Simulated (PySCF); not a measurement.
Isomers of C4H9ClO2Si2, one GFN2-xTB conformer each. Single-point energies are computed at PBE0/pcSseg-1 (PySCF, gas phase, no added dispersion term), electronic only.

Question: Rank them by PBE0/pcSseg-1 energy, lowest first (kcal/mol).
A. `[O:1]=[C:2]([OH:3])[CH2:4]/[CH:5]=[C:6](\[Cl:7])[SiH2:8][SiH3:9]` with O1–C2–O3–H 0°, O1–C2–C4–C5 0°, C2–C4–C5–C6 113°, C5–C6–Si8–Si9 108°
B. `[CH3:1][O:2][C:3]1=[CH:4][O:5][Si@@H:6]([CH2:7][Cl:8])[SiH2:9]1` with C1–O2–C3–C4 -1°, O5–Si6–C7–Cl8 -171°
C. `[O:1]=[C:2]([OH:3])/[CH:4]=[CH:5]/[C@H:6]([Cl:7])[SiH2:8][SiH3:9]` with O1–C2–O3–H 0°, O1–C2–C4–C5 2°, C4–C5–C6–Cl7 -147°, C5–C6–Si8–Si9 172°
D. `[O:1]=[C:2]1[CH2:3][CH2:4][Si@@:5]([Cl:6])([O:7][SiH3:8])[CH2:9]1` with C4–Si5–O7–Si8 -140°, O1–C2–C3–C4 134°, C2–C3–C4–Si5 34°, C3–C4–Si5–Cl6 105°, C4–Si5–C9–C2 -9°

Answer: D (0.0), A (94.6), C (95.9), B (98.0).

As drawn, the lowest has a C=O bond, which the highest lacks; the highest has an Si–Si bond and a C=C bond outside aromatic rings, which the lowest lacks. Neighbours under 2.5 kcal/mol apart (O=C(O)C/C=C(\Cl)[SiH2][SiH3] and O=C(O)/C=C/[C@H](Cl)[SiH2][SiH3]; O=C(O)/C=C/[C@H](Cl)[SiH2][SiH3] and COC1=CO[Si@@H](CCl)[SiH2]1) can change places with a better method, another conformer or zero-point energy. GFN2-xTB itself gives, in the same order: 0.0, 105.2, 106.9, 89.0. Both levels put the same isomer lowest; measured from each level's own lowest isomer, the values differ by up to 11.0 kcal/mol (O=C(O)/C=C/[C@H](Cl)[SiH2][SiH3]: 106.9 against 95.9).

Q: Which frontier levels, dipoles and rotational constants go with these structures?

A: 
| SMILES | HOMO (eV, PBE0/pcSseg-1) | LUMO (eV) | dipole (D) | A, B, C (MHz) |
| --- | --- | --- | --- | --- |
| O=C1CC[Si@@](Cl)(O[SiH3])C1 | -7.12 | -0.58 | 2.38 | 1335, 672.9, 534.1 |
| O=C(O)C/C=C(\Cl)[SiH2][SiH3] | -7.49 | -0.66 | 1.52 | 1511, 461.9, 414.9 |
| O=C(O)/C=C/[C@H](Cl)[SiH2][SiH3] | -7.73 | -1.78 | 2.62 | 1957, 385.5, 345.6 |
| COC1=CO[Si@@H](CCl)[SiH2]1 | -6.19 | -0.42 | 2.40 | 2795, 443.8, 402.5 |
